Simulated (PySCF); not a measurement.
# Correlation energy of Nb (niobium, neutral)

[Kr] 4d4 5s1, high-spin 6D determinant. Calculation: PySCF 2.14, in aug-cc-pVTZ-DK; the spin-free X2C one-electron Hamiltonian (Gaussian nucleus). Frozen: [Kr]; 5 electrons correlated.

```csv
level,correlation energy (mhartree)
CCSD,-61.11
(T),-1.86
CCSD(T),-62.97
```

Diagnostics: T1 = 0.012, D1 = 0.0288, largest double amplitude 0.022.

Cost of the coupled-cluster step: of the order of 22 core-seconds, for 5 correlated electrons.

Iterations:

```
CC2 = 0
CCSD nocc = (np.int64(5), np.int64(0)), nmo = (84, 84)
frozen orbitals [[0, 1, 2, 3, 4, 5, 6, 7, 8, 9, 10, 11, 12, 13, 14, 15, 16, 17], [0, 1, 2, 3, 4, 5, 6, 7, 8, 9, 10, 11, 12, 13, 14, 15, 16, 17]]
max_cycle = 100
direct = 0
conv_tol = 1e-08
conv_tol_normt = 1e-06
diis_space = 8
diis_start_cycle = 0
Init t2, MP2 energy = -0.0524020642213128
Init E_corr(UCCSD) = -0.0524020642271055
cycle = 1  E_corr(UCCSD) = -0.0591197163786896  dE = -0.00671765215  norm(t1,t2) = 0.0343947
cycle = 2  E_corr(UCCSD) = -0.0603713834011271  dE = -0.00125166702  norm(t1,t2) = 0.0149836
cycle = 3  E_corr(UCCSD) = -0.0611539041123847  dE = -0.000782520711  norm(t1,t2) = 0.00800022
cycle = 4  E_corr(UCCSD) = -0.0610966502481765  dE = 5.72538642e-05  norm(t1,t2) = 0.00126185
cycle = 5  E_corr(UCCSD) = -0.0611092624513467  dE = -1.26122032e-05  norm(t1,t2) = 0.000400951
cycle = 6  E_corr(UCCSD) = -0.061109691001372  dE = -4.28550025e-07  norm(t1,t2) = 0.000128067
cycle = 7  E_corr(UCCSD) = -0.0611098218367502  dE = -1.30835378e-07  norm(t1,t2) = 4.87975e-05
cycle = 8  E_corr(UCCSD) = -0.0611099543115177  dE = -1.32474767e-07  norm(t1,t2) = 1.52005e-05
cycle = 9  E_corr(UCCSD) = -0.0611098426941586  dE = 1.11617359e-07  norm(t1,t2) = 5.1002e-06
cycle = 10  E_corr(UCCSD) = -0.0611098418713524  dE = 8.22806219e-10  norm(t1,t2) = 1.70644e-06
cycle = 11  E_corr(UCCSD) = -0.0611098296825126  dE = 1.21888398e-08  norm(t1,t2) = 7.50418e-07
cycle = 12  E_corr(UCCSD) = -0.0611098376276497  dE = -7.94513707e-09  norm(t1,t2) = 2.77327e-07
UCCSD converged
E(UCCSD) = -3817.19283793766  E_corr = -0.06110983762764966
UCCSD(T) correction = -0.00185809842626688
```
